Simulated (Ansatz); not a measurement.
Steps of a relaxation of C4H6Si with RKS PBE-D4/def2-SVP.

```sh
$ ansatz run in.yaml --threads 4 --pin off --events-out ev --progress --plain --max-ram 10444MiB
```

```yaml
crystal:
  periodic: [false, false, false]
  atoms:
    - {symbol: C, position_ang: [-1.564600, 0.280300, 0.236900]}
    - {symbol: Si, position_ang: [-0.011100, -0.495900, 0.622400]}
    - {symbol: C, position_ang: [1.655900, 0.977400, 0.133200]}
    - {symbol: C, position_ang: [1.615400, 0.056700, -0.728700]}
    - {symbol: C, position_ang: [1.084500, -0.996900, -1.345800]}
    - {symbol: H, position_ang: [-1.540600, 0.959600, -0.676200]}
    - {symbol: H, position_ang: [-2.373100, -0.413800, 0.058300]}
    - {symbol: H, position_ang: [-1.900400, 0.988700, 1.039100]}
    - {symbol: H, position_ang: [0.383700, -1.382300, 1.776400]}
    - {symbol: H, position_ang: [2.336200, 1.135600, 1.032300]}
    - {symbol: H, position_ang: [0.379600, -1.166500, -2.127200]}
basis:
  gaussian: {orbitals: def2-SVP}
hamiltonian: {xc: pbe, dispersion: d4}
relax: {f_tol: 0.03, max_steps: 200}
```

Positions (Å) and forces (eV/Å) along the path, 7 of 7 steps:

```xyz
11
step=1 energy=-12102.9863 eV
C    -1.565    0.280    0.237   -1.624    2.422   -0.463
Si   -0.011   -0.496    0.622    5.060    0.321   -2.931
C     1.656    0.977    0.133   -0.115    2.800    5.792
C     1.615    0.057   -0.729   -1.770   -3.709   -2.778
C     1.085   -0.997   -1.346   -0.637   -0.431    2.647
H    -1.541    0.960   -0.676    0.477   -0.727    0.569
H    -2.373   -0.414    0.058   -0.719   -0.762   -0.071
H    -1.900    0.989    1.039    0.113   -0.367   -0.021
H     0.384   -1.382    1.776   -0.164    0.288   -0.236
H     2.336    1.136    1.032   -0.340    0.155   -1.236
H     0.380   -1.167   -2.127   -0.280    0.009   -1.272
11
step=2 energy=-12104.3955 eV
C    -1.596    0.300    0.230   -0.985    0.909   -0.089
Si    0.035   -0.459    0.510    2.380    0.092   -0.908
C     1.601    0.935    0.303    0.284    0.062    1.496
C     1.524    0.009   -0.640    0.558   -0.030   -1.220
C     0.976   -1.048   -1.246   -1.266   -0.132    0.839
H    -1.545    0.952   -0.677    0.141   -0.212    0.187
H    -2.403   -0.431    0.061   -0.114   -0.231    0.001
H    -1.909    0.966    1.069    0.121   -0.216   -0.086
H     0.415   -1.311    1.675   -0.247   -0.008    0.001
H     2.504    1.215    0.974   -1.377   -0.539   -0.883
H     0.465   -1.186   -2.239    0.504    0.306    0.663
11
step=3 energy=-12104.6904 eV
C    -1.615    0.319    0.224    0.013    0.160   -0.076
Si    0.112   -0.318    0.479    0.949   -0.024   -0.523
C     1.623    0.899    0.273   -0.333    0.617    0.437
C     1.592    0.087   -0.785   -0.115   -0.461    0.926
C     0.938   -1.031   -1.120   -0.588   -0.383   -0.847
H    -1.576    1.013   -0.639   -0.165    0.032    0.015
H    -2.319   -0.510    0.008    0.020    0.019   -0.018
H    -1.964    0.866    1.122   -0.028    0.032   -0.031
H     0.319   -1.246    1.619    0.134   -0.018    0.269
H     2.474    1.061    0.940    0.202    0.227    0.120
H     0.481   -1.198   -2.100   -0.089   -0.200   -0.273
11
step=4 energy=-12104.7880 eV
C    -1.587    0.330    0.220    0.094   -0.128    0.016
Si    0.144   -0.382    0.460   -0.644    0.035    0.061
C     1.571    0.897    0.281    0.337   -0.178    0.120
C     1.614   -0.014   -0.712   -0.375   -0.232   -0.451
C     0.892   -1.063   -1.188    0.556    0.592    0.300
H    -1.587    1.003   -0.661    0.040   -0.037    0.032
H    -2.327   -0.480    0.051    0.023    0.030    0.006
H    -1.902    0.916    1.108    0.046   -0.032   -0.008
H     0.397   -1.238    1.664   -0.058    0.005   -0.039
H     2.371    1.140    1.004   -0.026   -0.005   -0.168
H     0.478   -1.166   -2.205    0.007   -0.050    0.130
11
step=5 energy=-12104.8171 eV
C    -1.597    0.322    0.217    0.011    0.007    0.000
Si    0.127   -0.368    0.463   -0.001    0.018   -0.021
C     1.590    0.896    0.296    0.020    0.017    0.032
C     1.596    0.024   -0.727   -0.004   -0.091    0.013
C     0.912   -1.043   -1.175   -0.027    0.050   -0.083
H    -1.591    1.009   -0.653    0.002   -0.013    0.022
H    -2.334   -0.487    0.033    0.027    0.009    0.008
H    -1.911    0.892    1.115   -0.007   -0.006   -0.011
H     0.362   -1.237    1.658   -0.001   -0.003   -0.005
H     2.429    1.125    0.973   -0.038    0.018   -0.015
H     0.481   -1.191   -2.178    0.019   -0.005    0.062
11
step=6 energy=-12104.8174 eV
C    -1.593    0.327    0.219   -0.009   -0.012   -0.012
Si    0.129   -0.367    0.462   -0.012    0.035    0.014
C     1.594    0.893    0.291    0.017   -0.005    0.045
C     1.605    0.010   -0.723   -0.041    0.005   -0.061
C     0.906   -1.043   -1.179    0.036   -0.008    0.044
H    -1.588    1.016   -0.648   -0.003   -0.008   -0.002
H    -2.318   -0.490    0.031   -0.015    0.012   -0.009
H    -1.920    0.891    1.116    0.022   -0.012    0.005
H     0.358   -1.241    1.654    0.001   -0.002   -0.001
H     2.419    1.141    0.976   -0.001   -0.013   -0.018
H     0.473   -1.193   -2.178    0.004    0.008   -0.005
11
step=7 energy=-12104.8180 eV
C    -1.595    0.325    0.218    0.003   -0.005   -0.003
Si    0.129   -0.364    0.464    0.003    0.010    0.004
C     1.594    0.894    0.294   -0.012    0.000    0.002
C     1.600    0.016   -0.725    0.004   -0.013   -0.002
C     0.908   -1.043   -1.175    0.005   -0.001   -0.009
H    -1.589    1.017   -0.647    0.000    0.002    0.001
H    -2.323   -0.488    0.024    0.001    0.002    0.002
H    -1.919    0.885    1.117    0.000    0.000    0.002
H     0.358   -1.240    1.655    0.000    0.002    0.000
H     2.427    1.135    0.971   -0.002    0.002    0.002
H     0.474   -1.194   -2.175   -0.001    0.002    0.000
```

Hardware: 4 threads of an Arm Neoverse V1 on a shared host. Wall time 8 s, peak host memory 0.14 GiB.
